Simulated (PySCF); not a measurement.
2-hydroxypyridine, C5H5NO.
Bonds: O1–C2, C2–C3 (aromatic), C3–C4 (aromatic), C4–C5 (aromatic), C5–C6 (aromatic), C6–N7 (aromatic), C2–N7 (aromatic). Hydrogens: H8 on O1; H9 on C3; H10 on C4; H11 on C5; H12 on C6.

The same species was optimised twice, with GFN2-xTB and with PBE0-D3(BJ)/def2-SVP (PySCF), and the same property calculations (PySCF, gas phase) were run on both structures.

```tsv
coordinate	GFN2-xTB	PBE0-D3(BJ)/def2-SVP	change
C5–C6 (Å)	1.381	1.390	+0.009
C4–C5 (Å)	1.391	1.399	+0.008
C6–N7 (Å)	1.325	1.333	+0.008
C2–C3 (Å)	1.397	1.404	+0.007
O1–C2 (Å)	1.344	1.337	-0.007
C3–C4 (Å)	1.379	1.386	+0.007
C2–N7 (Å)	1.324	1.324	0.000
O1–C2–C3 (°)	119.7	119.2	-0.5
C4–C5–C6 (°)	118.2	117.7	-0.5
C3–C4–C5 (°)	119.3	119.7	+0.4
O1–C2–N7 (°)	117.0	117.4	+0.4
C2–C3–C4 (°)	117.7	117.5	-0.2
C3–C2–N7 (°)	123.3	123.5	+0.2
C5–C6–N7 (°)	123.2	123.3	+0.1
C2–N7–C6 (°)	118.3	118.3	0.0
```

Rotational constants: A = 5904, B = 2791, C = 1895 MHz (GFN2-xTB) against A = 5855, B = 2781, C = 1885 MHz (PBE0-D3(BJ)/def2-SVP). Point groups within 0.08 Å: Cs and Cs.

On the GFN2-xTB structure: HOMO (eV) -6.98 [PBE0/pcSseg-1]; LUMO (eV) -0.76 [PBE0/pcSseg-1]; dipole (D) 1.21 [PBE0/pcSseg-1]; GIAO shielding of O1 (ppm) 181.0 [PBE0/pcSseg-1]; GIAO shielding of C2 (ppm) 17.5 [PBE0/pcSseg-1]; GIAO shielding of C3 (ppm) 75.2 [PBE0/pcSseg-1]; GIAO shielding of C4 (ppm) 41.7 [PBE0/pcSseg-1]; GIAO shielding of C5 (ppm) 66.3 [PBE0/pcSseg-1]; GIAO shielding of C6 (ppm) 32.6 [PBE0/pcSseg-1]; GIAO shielding of N7 (ppm) -38.1 [PBE0/pcSseg-1].

Question: What do these properties become on the PBE0-D3(BJ)/def2-SVP structure?

Answer: 
```csv
property,level,on GFN2-xTB,on PBE0-D3(BJ)/def2-SVP,change
HOMO (eV),PBE0/pcSseg-1,-6.98,-6.97,+0.01
LUMO (eV),PBE0/pcSseg-1,-0.76,-0.81,-0.05
dipole (D),PBE0/pcSseg-1,1.21,1.22,+0.01
"energy, GFN2-xTB geometry as zero (kcal/mol)",PBE0/pcSseg-1,0.0,-0.2,-0.2
GIAO shielding of O1 (ppm),PBE0/pcSseg-1,181.0,179.8,-1.2
GIAO shielding of C2 (ppm),PBE0/pcSseg-1,17.5,17.4,-0.1
GIAO shielding of C3 (ppm),PBE0/pcSseg-1,75.2,72.9,-2.3
GIAO shielding of C4 (ppm),PBE0/pcSseg-1,41.7,39.4,-2.3
GIAO shielding of C5 (ppm),PBE0/pcSseg-1,66.3,63.6,-2.7
GIAO shielding of C6 (ppm),PBE0/pcSseg-1,32.6,30.6,-2.0
GIAO shielding of N7 (ppm),PBE0/pcSseg-1,-38.1,-36.5,+1.6
```

The heavy atoms differ by 0.007 Å rms after alignment. Among bonds between heavy atoms C4–C5, C5–C6 and C6–N7 change most and about equally (+0.008 to +0.009 Å). Changes are differences of the printed values. Neither structure is proved a minimum here.

Shape of the structure used: `[OH:1][c:2]1[cH:3][cH:4][cH:5][cH:6][n:7]1`: H–O1–C2–C3 180°.
